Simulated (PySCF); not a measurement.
Sn(Vi)4, SMILES C=[CH][Sn]([CH]=C)([CH]=C)[CH]=C, GFN2-xTB optimised geometry.

```
21

C      1.99    -1.18    -1.05
C      1.25    -0.92     0.00
Sn    -0.93    -0.92     0.00
C     -1.64     1.14     0.00
C     -0.88     2.19    -0.26
C     -1.68    -1.95    -1.76
C     -2.33    -1.38    -2.75
C     -1.65    -1.93     1.79
C     -2.58    -2.86     1.80
H      1.57    -1.43    -2.01
H      3.07    -1.16    -1.01
H      1.72    -0.68     0.94
H     -2.68     1.28     0.23
H      0.17     2.10    -0.49
H     -1.28     3.20    -0.26
H     -1.47    -3.02    -1.80
H     -2.55    -0.33    -2.76
H     -2.67    -1.94    -3.61
H     -1.19    -1.63     2.72
H     -2.91    -3.33     2.72
H     -3.07    -3.20     0.90
```

Density from PySCF with PBE0/def2-SVP, def2 effective core potentials past Kr at that geometry. The core electrons that the potentials of Sn replace are not part of the density.

Minimum of the electron density along straight lines between bonded atoms, close to the bond critical point (lines longer than 1.1 times the sum of covalent radii, or with two minima, are not listed):

| bond | length / Å | ρ at the minimum / e bohr⁻³ | ∇²ρ there / e bohr⁻⁵ | position (fraction from the first atom) |
|---|---|---|---|---|
| C1–C2 | 1.319 | 0.346 | -0.94 | 0.50 |
| C2–Sn3 | 2.176 | 0.097 | 0.15 | 0.50 |
| Sn3–C4 | 2.176 | 0.097 | 0.15 | 0.50 |
| C4–C5 | 1.319 | 0.346 | -0.94 | 0.50 |
| Sn3–C6 | 2.174 | 0.097 | 0.15 | 0.50 |
| C6–C7 | 1.319 | 0.346 | -0.94 | 0.50 |
| Sn3–C8 | 2.176 | 0.097 | ? | 0.50 |
| C8–C9 | 1.319 | 0.346 | -0.93 | 0.50 |
| C1–H10 | 1.078 | 0.284 | -1.10 | 0.63 |
| C1–H11 | 1.081 | 0.281 | -1.07 | 0.63 |
| C2–H12 | 1.082 | 0.279 | -1.04 | 0.63 |
| C4–H13 | 1.082 | 0.279 | -1.04 | 0.63 |
| C5–H14 | 1.078 | 0.284 | -1.10 | 0.63 |
| C5–H15 | 1.081 | 0.281 | -1.07 | 0.63 |
| C6–H16 | 1.082 | 0.279 | -1.04 | 0.63 |
| C7–H17 | 1.078 | 0.284 | -1.10 | 0.63 |
| C7–H18 | 1.081 | 0.281 | -1.07 | 0.63 |
| C8–H19 | 1.082 | 0.279 | -1.04 | 0.63 |
| C9–H20 | 1.081 | 0.281 | -1.07 | 0.63 |
| C9–H21 | 1.078 | 0.284 | -1.09 | 0.63 |

**Question.** Complete the blanks.

**Answer.** 
- Sn3–C8, ∇²ρ there / e bohr⁻⁵: 0.16
